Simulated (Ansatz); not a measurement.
`CO[Si](F)(C#N)OC` at its PBE0-D4/def2-TZVP geometry, where that method's forces vanish. The species carries charge 0 and has multiplicity 1.

```xyz
14

C     1.1061   -2.1315   -0.4145
O     0.0040   -1.7525    0.3914
Si   -0.7013   -0.3174    0.4390
F    -1.8170   -0.3640    1.5502
C    -1.5799    0.0440   -1.1468
N    -2.0693    0.2931   -2.1585
O     0.3723    0.8508    0.6868
C     0.1588    2.2507    0.6365
H     0.8407   -2.1008   -1.4748
H     1.3748   -3.1529   -0.1471
H     1.9623   -1.4765   -0.2368
H    -0.3998    2.5342   -0.2602
H    -0.3858    2.5870    1.5218
H     1.1342    2.7358    0.6129
```

(1) What forces (eV/Å) does r2SCAN-D4/def2-TZVPP give on these atoms in Ansatz? (Estimate.)

Results:

(1) The calculation gave: 
```
C1   0.247 -0.084 -0.180
O2  -0.208  0.004  0.199
Si3 -0.068  0.038 -0.125
F4  -0.044 -0.008  0.064
C5   0.254 -0.129  0.520
N6  -0.236  0.123 -0.496
O7   0.125 -0.264  0.026
C8  -0.045  0.322 -0.013
H9  -0.001  0.002  0.010
H10 -0.004  0.020 -0.006
H11 -0.008 -0.004  0.000
H12  0.004 -0.007  0.007
H13  0.003 -0.007 -0.006
H14 -0.018 -0.005  0.002
```
